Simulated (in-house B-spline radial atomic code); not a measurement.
Tl⁺. Computed with a B-spline radial atomic code. Model: non-relativistic spherical atom: semilocal Troullier-Martins pseudo-atom, one channel per l, against all electrons, high spin, G0W0 and RPA with empty states to l = 8, local potential for every l without a channel, a model core (radius 0 = none) keeps its share of the functional.

The core holds an angular momentum without a channel of its own, so the local potential lets valence electrons into it.

Without relativity these are model numbers for so heavy an element.

What the tables leave out is listed at the end.

The pseudopotential gives back the lowest level of each angular momentum of its own functional in the configuration it was made in; a second state of the same l is only approximately right. Exact exchange, RPA and GW see the smooth pseudo-orbitals and miss the exchange with the core, for which the functional's share stands in. The column with an uncorrelated core keeps all orbitals and exact exchange, and so separates missing core correlation from pseudisation. Only the three outermost levels and the lowest empty one were computed. RPA here is direct RPA, with no exchange kernel, and its energies carry an (l + 1/2)⁻⁴ tail. A hybrid on a potential with a model core restores only its own semilocal share of the core's exchange.

Command:
```bash
python run_psgw.py task.json out
```
Settings (lengths in bohr, energies in hartree):
```
Z                      81
electrons              80
configuration          [Xe] 4f14 5d10 6s2
generated_in           [Xe] 4f14 5d10 6s2
functional             pbe,pbe
core_shells            12
radius_factor          1
core_correction        True
ion_configuration      [Xe] 4f14 5d10 6s1
```

Cost of the run: 34 s on 1 thread of AMD EPYC 9R14 (Zen 4), with other jobs on the host.

Given: made with PBE; model core radius 0.971 bohr; local radius 1.356 bohr; mean-field start PBE.

Valence shells of the generating configuration: 5d, 6s.

Channel: s 2.29, p 2.798, d 1.102 (radii in bohr).

Computed: largest level miss in the spin-unpolarised generating configuration 0 eV; valence RPA correlation energy pseudo -1.0682 hartree; all-electron RPA polarisability, core included 24.91 bohr³; pseudo-atom RPA polarisability 24.901 bohr³; ionisation by mean-field all-electron 17.612 eV; ionisation by RPA all-electron 17.944 eV; ionisation by RPA pseudo minus all 0.79 eV.

| level | occupied | mean-field all-electron (eV) | mean-field pseudo minus all (eV) | G0W0 all-electron (eV) | G0W0 uncorrelated core minus all (eV) | G0W0 pseudo minus all (eV) | exchange self-energy all-electron (eV) | exchange self-energy pseudo (eV) |
| --- | --- | --- | --- | --- | --- | --- | --- | --- |
| 6s | 1 | -13.851 | 0 | -17.838 | 0.086 | -0.445 | -13.255 | -11.716 |
| 6p (empty) | 0 | -8.2569 | 0 | -5.7849 | 0.047 | -0.211 | -4.0632 | -3.4778 |

Problem. What is the valence RPA correlation energy all-electron orbitals?

Solution. -0.65036 hartree.

Problem. What is the ionisation by mean-field pseudo minus all?

Solution. 0.006 eV.

Given: mean-field start PBE0.

Computed: valence RPA correlation energy pseudo -1.025 hartree; all-electron RPA polarisability, core included 22.671 bohr³; pseudo-atom RPA polarisability 22.125 bohr³; ionisation by mean-field all-electron 17.306 eV; ionisation by RPA all-electron 17.77 eV; ionisation by RPA pseudo minus all 0.898 eV.

| level | occupied | mean-field all-electron (eV) | mean-field pseudo minus all (eV) | G0W0 all-electron (eV) | G0W0 uncorrelated core minus all (eV) | G0W0 pseudo minus all (eV) | exchange self-energy all-electron (eV) | exchange self-energy pseudo (eV) |
| --- | --- | --- | --- | --- | --- | --- | --- | --- |
| 6s | 1 | -14.589 | -0.267 | -17.764 | 0.088 | -0.681 | -13.076 | -11.855 |
| 6p (empty) | 0 | -7.4912 | -0.233 | -5.739 | 0.044 | -0.23 | -3.7956 | -3.5244 |

Problem. What is the ionisation by mean-field pseudo minus all?

Solution. 0.304 eV.

Problem. What is the valence RPA correlation energy all-electron orbitals?

Solution. -0.61158 hartree.

Among the listed levels the largest G0W0 shift of the pseudo-atom is -0.68 eV, for 6s on the PBE0 start, while leaving the core uncorrelated moves that level by +0.09 eV. So pseudisation and the lost core exchange, not the missing core correlation, make the error. Not in the tables (levels of low weight, unsolved or above zero; the highest and the empty levels are kept at any weight): on PBE the G0W0 levels 5d (pseudo minus all +2.70 eV, weights 0.83 and 0.76); on PBE0 the G0W0 levels 5d (pseudo minus all +3.36 eV, weights 0.56 and 0.83); no Hartree-Fock pseudo-atom is run with a model core.
